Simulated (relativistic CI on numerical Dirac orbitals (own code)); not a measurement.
# Line list: Electric-dipole lines, Sn²⁸⁺

These numbers are calculated, not measured: Dirac-Coulomb-Breit CI, separate exchange-only KLI orbitals for each configuration, model QED, unscaled Slater integrals (own radial code, finite nucleus).

CI space (outside the closed core [Ne]): 3s2 3p6 3d4, 3s2 3p5 3d5, 3s 3p6 3d5, 3s2 3p6 3d3 4s, 3s2 3p6 3d3 4p, 3s2 3p6 3d3 4d, 3s2 3p5 3d4 4s, 3s2 3p6 3d3 4f, 3s2 3p5 3d4 4p, 3s 3p6 3d4 4s, 3s2 3p6 3d2 4s 4p, 3s2 3p6 3d3 5s, 3p6 3d5 4p, 3s 3p6 3d4 4p, 3s2 3p6 3d3 5p, 3s2 3p6 3d3 5d, 3s 3p6 3d4 4d, 3s2 3p6 3d3 5g, 3s2 3p6 3d3 6s, 3p6 3d6, 3p5 3d7, 3p5 3d6 4s, 3s2 3p6 3d2 4s2, 3s2 3p6 3d 4s2 4p, 3s2 3p6 3d 4s2 4d, 3p6 3d5 4s, 3p5 3d5 4s2, 3s2 3p6 3d2 4p2, 3s2 3p6 3d 4s 4p2, 3s2 3p6 3d 4p3, 3s2 3p6 3d 4p2 4d, 3s2 3p5 3d2 4s 4p2, 3s2 3p6 3d2 4s 4d, 3s2 3p6 3d 4s 4p 4d, 3s2 3p6 3d 4s 4d2, 3s2 3p5 3d2 4s2 4d, 3s 3p6 3d3 4s2, 3s 3p6 3d2 4s2 4p, 3s 3p6 3d2 4s2 4d. Double excitations out of closed p, d and f shells are left out; levels of such configurations are missing from the list, as are those of other unlisted configurations, and high levels can miss mixing partners. These lack a partner that the ground configuration has and come out too high: 3s2 3p5 3d4 4p.

```
λ vac (Å)                   Lower                    Upper   A (s⁻¹)  log gf  S velocity/length
   46.514   3s2 3p6 3d4 3H_5 [10]  3s2 3p5 3d5 3G°_4 [222]  5.89e+11    0.24               0.66
   47.069   3s2 3p6 3d4 3H_6 [12]  3s2 3p5 3d5 3G°_5 [221]  1.03e+12    0.58               0.65
   47.072    3s2 3p6 3d4 3H_4 [7]  3s2 3p5 3d5 5P°_3 [212]  6.70e+11    0.19               0.66
   47.091    3s2 3p6 3d4 5D_4 [5]  3s2 3p5 3d5 3F°_3 [206]  2.58e+11   -0.22               0.66
   47.212   3s2 3p6 3d4 3G_4 [13]  3s2 3p5 3d5 3F°_3 [223]  5.16e+11    0.08               0.65
   47.542   3s2 3p6 3d4 1I_6 [20]  3s2 3p5 3d5 1H°_5 [232]  1.49e+12    0.74               0.65
   47.687   3s2 3p6 3d4 3G_5 [19]  3s2 3p5 3d5 3F°_4 [229]  1.10e+12    0.53               0.65
   47.696    3s2 3p6 3d4 5D_4 [5]  3s2 3p5 3d5 3G°_3 [202]  3.01e+11   -0.14               0.65
   47.768   3s2 3p6 3d4 3H_6 [12]  3s2 3p5 3d5 3G°_5 [215]  2.55e+11   -0.02               0.64
   48.004   3s2 3p6 3d4 1G_4 [31]  3s2 3p5 3d5 1F°_3 [246]  1.24e+12    0.48               0.66
   48.209   3s2 3p6 3d4 3F_4 [22]  3s2 3p5 3d5 1F°_3 [233]  6.29e+11    0.19               0.65
   48.239   3s2 3p6 3d4 3F_3 [28]  3s2 3p5 3d5 3D°_2 [244]  7.63e+11    0.12               0.67
   48.880    3s2 3p6 3d4 3H_4 [7]  3s2 3p5 3d5 3G°_3 [202]  2.41e+11   -0.22               0.64
   48.950   3s2 3p6 3d4 3F_4 [27]  3s2 3p5 3d5 3D°_3 [239]  1.03e+12    0.42               0.66
   49.320    3s2 3p6 3d4 5D_4 [5]  3s2 3p5 3d5 3D°_3 [182]  2.22e+11   -0.25               0.66
   49.364   3s2 3p6 3d4 3H_5 [10]  3s2 3p5 3d5 3G°_4 [204]  1.97e+11   -0.19               0.64
   49.504   3s2 3p6 3d4 1G_4 [31]  3s2 3p5 3d5 1G°_4 [241]  8.77e+11    0.46               0.68
   49.539   3s2 3p6 3d4 3F_3 [28]  3s2 3p5 3d5 1F°_3 [238]  5.12e+11    0.12               0.67
   49.565   3s2 3p6 3d4 1I_6 [20]  3s2 3p5 3d5 3H°_6 [218]  9.30e+11    0.65               0.68
   49.568   3s2 3p6 3d4 3F_4 [22]  3s2 3p5 3d5 3G°_4 [222]  4.25e+11    0.15               0.67
   49.643   3s2 3p6 3d4 3G_5 [19]  3s2 3p5 3d5 3G°_5 [215]  2.74e+11    0.05               0.69
   49.850    3s2 3p6 3d4 5D_2 [3]  3s2 3p5 3d5 5P°_2 [172]  4.08e+11   -0.12               0.66
   49.958   3s2 3p6 3d4 3F_4 [27]  3s2 3p5 3d5 3F°_4 [231]  5.64e+11    0.28               0.68
   50.364    3s2 3p6 3d4 5D_3 [4]  3s2 3p5 3d5 5P°_2 [172]  5.53e+11    0.02               0.66
   51.063   3s2 3p6 3d4 3H_5 [10]  3s2 3p5 3d5 3G°_4 [187]  3.85e+11    0.13               0.65
   51.118   3s2 3p6 3d4 3G_4 [13]  3s2 3p5 3d5 3G°_4 [195]  2.21e+11   -0.11               0.67
   51.370   3s2 3p6 3d4 3H_6 [12]  3s2 3p5 3d5 3H°_6 [188]  6.24e+11    0.51               0.67
   51.389   3s2 3p6 3d4 3H_5 [10]  3s2 3p5 3d5 3H°_5 [184]  3.84e+11    0.22               0.67
   51.408   3s2 3p6 3d4 3G_4 [13]  3s2 3p5 3d5 3F°_3 [193]  3.05e+11   -0.07               0.64
   53.005   3s2 3p6 3d4 3H_5 [10]  3s2 3p5 3d5 3H°_5 [170]  1.55e+11   -0.14               0.66
   53.867   3s2 3p6 3d4 3F_4 [16]  3s2 3p5 3d5 3F°_4 [174]  3.15e+11    0.09               0.67
   54.466    3s2 3p6 3d4 3H_4 [7]  3s2 3p5 3d5 3G°_4 [156]  1.67e+11   -0.18               0.66
   54.871    3s2 3p6 3d4 5D_2 [3]  3s2 3p5 3d5 5P°_1 [133]  4.10e+11   -0.26               0.64
   55.648    3s2 3p6 3d4 5D_4 [5]  3s2 3p5 3d5 1G°_4 [135]  1.75e+11   -0.14               0.66
   57.266    3s2 3p6 3d4 3H_4 [7]  3s2 3p5 3d5 1G°_4 [135]  1.54e+11   -0.17               0.64
   58.765    3s2 3p6 3d4 5D_4 [5]  3s2 3p5 3d5 3F°_4 [110]  1.20e+11   -0.25               0.65
   59.608    3s2 3p6 3d4 5D_3 [4]   3s2 3p5 3d5 3F°_3 [98]  1.24e+11   -0.33               0.66
   59.692    3s2 3p6 3d4 5D_4 [5]  3s2 3p5 3d5 1G°_4 [100]  1.35e+11   -0.19               0.65
   60.176    3s2 3p6 3d4 5D_3 [4]   3s2 3p5 3d5 5F°_4 [94]  1.22e+11   -0.23               0.68
   60.181   3s2 3p6 3d4 3H_5 [10]  3s2 3p5 3d5 3G°_5 [121]  1.55e+11   -0.03               0.63
   60.214    3s2 3p6 3d4 5D_0 [1]   3s2 3p5 3d5 5F°_1 [66]  2.12e+11   -0.46               0.65
   61.306    3s2 3p6 3d4 5D_4 [5]   3s2 3p5 3d5 3G°_5 [88]  1.55e+11   -0.02               0.67
   61.711   3s2 3p6 3d4 3H_6 [12]  3s2 3p5 3d5 3H°_6 [115]  1.48e+11    0.04               0.63
   65.320   3s2 3p6 3d4 3H_6 [12]   3s2 3p5 3d5 3I°_7 [87]  1.02e+11   -0.01               0.68
   69.175  3s2 3p5 3d5 5H°_7 [46]    3s 3p6 3d5 5G_6 [254]  2.32e+11    0.34               0.79
```

Terms are leading LS components. Brackets give the number of a level in order of energy, since labels repeat. The list gives strong lines, with weight on those to low levels, among the lowest 400 of 7752 levels, so that lines to higher ones, which can be the strongest, are missing. Levels whose partners in the same complex of configurations lie outside the list can be far off, and so can their lines. Rates are taken at the computed energies, electric ones in the length gauge. A velocity-to-length ratio far from 1 marks an uncertain rate.

At this charge energies of transitions that change n are usually good to better than 1 %, and those within a shell (Δn = 0) to a few per cent. Terms inside the open d or f shell come out 10 to 20 % too wide with unscaled integrals.

LS names give the leading component of a level, which can be under half, so a name can repeat, a term be missing and a line seem to break the LS rules.
